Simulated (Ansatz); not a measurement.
`CC(C)=CO` + SiH₄ → `C/C([SiH3])=C\O` + CH₄  (formal exchange of groups at a C–C bond)

Calculated with Ansatz (gas phase, PBE0-D4/def2-TZVP geometries, no zero-point term in ΔE). CBS: MP2 limit from def2 TZ/QZ plus the TZ coupled-cluster correction, frozen cores. This one scheme is used for every species. Functionals use def2-TZVPP. One conformer a species, not always the lowest.

```json
{"level": "PBE-D4", "ΔE (kJ/mol)": "-46.5"}
{"level": "CAM-B3LYP", "ΔE (kJ/mol)": "-40.3"}
{"level": "SCS-MP2/def2-TZVPP", "ΔE (kJ/mol)": "-43.3"}
{"level": "SCS-MP2/def2-QZVPP", "ΔE (kJ/mol)": "-44.7"}
```

**Question.** What does CCSD(T)/CBS give? (An estimate is asked.)

**Answer.** The calculation gave: -44.8 kJ/mol. The listed levels differ from it by -1.7, 4.5, 1.5, 0.1 kJ/mol.

Largest T1 diagnostic among the species: 0.012.

The D4 term adds −3.5 kJ/mol with B3LYP and −1.9 kJ/mol with PBE0; it sums over pairs of atoms, weighted by their polarisabilities, and B3LYP, whose exchange is more repulsive, gets the larger term. In def2-TZVPP, CCSD(T) changes the Hartree–Fock value by −4.6 kJ/mol (the triples alone add −1.7 kJ/mol) and MP2 by −8.6 kJ/mol.

CCSD(T)/CBS has its own doubt, a few kJ/mol and more with outer-core shells, so smaller differences from it don't rank the levels.

B3LYP here is the variant with VWN-RPA as its local correlation; programs differ in this.
